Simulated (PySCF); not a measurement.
# KF⁺: one state, many levels of theory

State: ²Π (doublet), unpaired electrons π ↑. Set-up: K 3-21G, F 3-21G; no relativity (PySCF 2.14). De refers to K⁺ + F in their high-spin ground configurations, without counterpoise correction. The functionals are run spin-unrestricted. A positive dipole points towards F; it is taken about the centre of mass and depends on that origin.

```json
{"Level": "UHF", "Re (Å)": "2.987", "ωe (cm⁻¹)": "99.5", "De (eV)": "0.196", "μ (D)": "-4.55", "CPU s a point (SCF and correlation, without the integrals)": "0.014"}
{"Level": "UHF-MP2", "Re (Å)": "2.978", "ωe (cm⁻¹)": "107", "De (eV)": "0.239", "μ (D)": "n/a", "CPU s a point (SCF and correlation, without the integrals)": "0.023"}
{"Level": "UHF-SCS-MP2", "Re (Å)": "2.978", "ωe (cm⁻¹)": "107", "De (eV)": "0.237", "μ (D)": "n/a", "CPU s a point (SCF and correlation, without the integrals)": "n/a"}
{"Level": "UHF-CCSD", "Re (Å)": "2.975", "ωe (cm⁻¹)": "108", "De (eV)": "0.241", "μ (D)": "n/a", "CPU s a point (SCF and correlation, without the integrals)": "n/a"}
{"Level": "UHF-CCSD(T)", "Re (Å)": "2.974", "ωe (cm⁻¹)": "108", "De (eV)": "0.242", "μ (D)": "n/a", "CPU s a point (SCF and correlation, without the integrals)": "0.28"}
{"Level": "PBE", "Re (Å)": "2.981", "ωe (cm⁻¹)": "116", "De (eV)": "0.348", "μ (D)": "-4.37", "CPU s a point (SCF and correlation, without the integrals)": "0.17"}
{"Level": "PBEsol", "Re (Å)": "2.982", "ωe (cm⁻¹)": "111", "De (eV)": "0.343", "μ (D)": "-4.38", "CPU s a point (SCF and correlation, without the integrals)": "0.13"}
{"Level": "r²SCAN", "Re (Å)": "2.966", "ωe (cm⁻¹)": "106", "De (eV)": "0.274", "μ (D)": "-4.43", "CPU s a point (SCF and correlation, without the integrals)": "0.22"}
{"Level": "B3LYP", "Re (Å)": "2.954", "ωe (cm⁻¹)": "111", "De (eV)": "0.314", "μ (D)": "-4.38", "CPU s a point (SCF and correlation, without the integrals)": "0.19"}
{"Level": "PBE0", "Re (Å)": "2.967", "ωe (cm⁻¹)": "109", "De (eV)": "0.286", "μ (D)": "-4.43", "CPU s a point (SCF and correlation, without the integrals)": "0.26"}
{"Level": "B97-3", "Re (Å)": "3.049", "ωe (cm⁻¹)": "85.8", "De (eV)": "0.248", "μ (D)": "-4.57", "CPU s a point (SCF and correlation, without the integrals)": "0.14"}
```

The bond length runs from 2.954 Å (B3LYP) to 3.049 Å (B97-3). De spans 0.20 eV (UHF, mean field) to 0.35 eV (PBE, GGA). Correlation at CCSD(T) changes the Hartree–Fock bond energy by +0.04 eV; the triples alone change it by +0.00 eV.

Correlated steps freeze 6 core orbitals. The bond is weak. Basis-set superposition, not corrected here, can be much of De in a small basis, most of all at correlated wavefunction levels. For an ion De counts to the pair picked by the measured ionisation energies or electron affinities, which need not be the lowest pair at this level. 3-21G is very small, so such numbers show the basis as much as the molecule. The state was picked by a PBE0 search and need not be the measured ground state.

The whole job (state search and all levels along the bond) took about 0.35 min on 1 thread of Arm Neoverse V2 (shared host), peak memory 0.33 GiB.
